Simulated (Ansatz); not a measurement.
C₈H₂₀Si (`CC[Si](CC)(CC)CC`), relaxed with RKS PBE0-D4/def2-TZVP in Ansatz from a PBE-D4/def2-SVP geometry. The force threshold is 0.005 eV/Å; the program also tests the step.

The species carries charge 0 and has multiplicity 1.

Start:

```xyz
29

C    -0.191    0.932   -2.747
C     0.772    0.335   -1.711
Si    0.000    0.003   -0.001
C    -0.638    1.633    0.754
C     0.437    2.711    0.952
C     1.337   -0.755    1.126
C     0.865   -1.084    2.549
C    -1.469   -1.200   -0.166
C    -1.114   -2.571   -0.758
H    -1.053    0.260   -2.941
H     0.304    1.117   -3.724
H    -0.610    1.902   -2.407
H     1.648    1.007   -1.565
H     1.199   -0.621   -2.087
H    -1.455    2.017    0.102
H    -1.128    1.393    1.723
H     1.249    2.362    1.625
H     0.916    2.995   -0.008
H     0.024    3.641    1.397
H     2.198   -0.051    1.156
H     1.727   -1.670    0.627
H     0.024   -1.808    2.545
H     1.673   -1.527    3.169
H     0.506   -0.178    3.082
H    -2.252   -0.704   -0.781
H    -1.925   -1.321    0.842
H    -0.347   -3.095   -0.149
H    -1.994   -3.244   -0.820
H    -0.701   -2.480   -1.785
```

| step | energy (eV) | largest force (eV/Å) | largest move (Å) |
| --- | --- | --- | --- |
| 1 | -16491.3449 | 0.529 | 0.000 |
| 2 | -16491.4497 | 0.151 | 0.035 |
| 3 | -16491.4600 | 0.024 | 0.015 |
| 4 | -16491.4602 | 0.008 | 0.004 |
| 5 | -16491.4602 | 0.003 | 0.005 |

End:

```xyz
29

C    -0.197    0.927   -2.715
C     0.763    0.326   -1.692
Si    0.000    0.002    0.000
C    -0.632    1.614    0.744
C     0.437    2.684    0.941
C     1.324   -0.747    1.114
C     0.853   -1.069    2.529
C    -1.452   -1.187   -0.164
C    -1.095   -2.547   -0.756
H    -1.052    0.270   -2.896
H     0.289    1.100   -3.679
H    -0.596    1.887   -2.376
H     1.629    0.985   -1.556
H     1.173   -0.618   -2.069
H    -1.433    1.996    0.100
H    -1.114    1.382    1.701
H     1.232    2.338    1.608
H     0.909    2.958   -0.007
H     0.025    3.599    1.375
H     2.173   -0.055    1.148
H     1.706   -1.652    0.629
H     0.027   -1.785    2.523
H     1.652   -1.501    3.138
H     0.499   -0.174    3.047
H    -2.224   -0.702   -0.772
H    -1.903   -1.315    0.828
H    -0.350   -3.066   -0.148
H    -1.967   -3.203   -0.831
H    -0.677   -2.448   -1.762
```

Hardware: 4 threads of an AMD EPYC 7R13 on a shared host and a share of an NVIDIA H100 80 GB. Wall time 9 s, peak host memory 1.1 GiB.
